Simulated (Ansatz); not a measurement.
Isolated molecules relaxed with PBE0-D4/def2-TZVP in Ansatz; ΔE leaves out vibrations. CBS: MP2 limit from def2 TZ/QZ plus the TZ coupled-cluster correction, frozen cores. This one scheme is used for every species. Functionals use def2-TZVPP. For As outer-core shells are correlated without core-valence functions, which leaves a few kJ/mol of doubt a bond. Scalar relativity is left out up to krypton.

Consider the ligand exchange at the As–C bond: `[SiH3]C[AsH2]` + NH₃ → `N[AsH2]` + `C[SiH3]`.

| level | ΔE (kJ/mol) |
| --- | --- |
| PBE-D4 | 13.6 |
| revPBE-D4 | 14.0 |
| PBE0-D4 | 14.2 |
| ωB97M-V | 10.7 |
| PBE-QIDH | 14.0 |
| revPBE | 6.3 |
| r2SCAN | 10.2 |
| r2SCANh | 10.7 |

**Question.** What does CCSD(T)/CBS give? (An estimate is asked.)

**Answer.** Computed: +17.4 kJ/mol. The listed levels differ from it by -3.8, -3.4, -3.2, -6.7, -3.4, -11.1, -7.2, -6.7 kJ/mol.

Largest T1 diagnostic among the species: 0.011.

Leaving LDA and LC-ωPBE aside and taking each functional with its dispersion term where it has one, the values, not all of them listed here, spread over 7.5 kJ/mol, from CAM-B3LYP-D4 to PBE0-D4. LDA lies +5.4 kJ/mol from PBE without D4. In def2-TZVPP, CCSD(T) changes the Hartree–Fock value by +17.3 kJ/mol (the triples alone add +2.2 kJ/mol) and MP2 by +20.1 kJ/mol. The D4 term adds +7.6 kJ/mol with B3LYP and +4.2 kJ/mol with PBE0; it sums over pairs of atoms, weighted by their polarisabilities, and B3LYP, whose exchange is more repulsive, gets the larger term.

B3LYP here is the variant with VWN-RPA as its local correlation; programs differ in this.
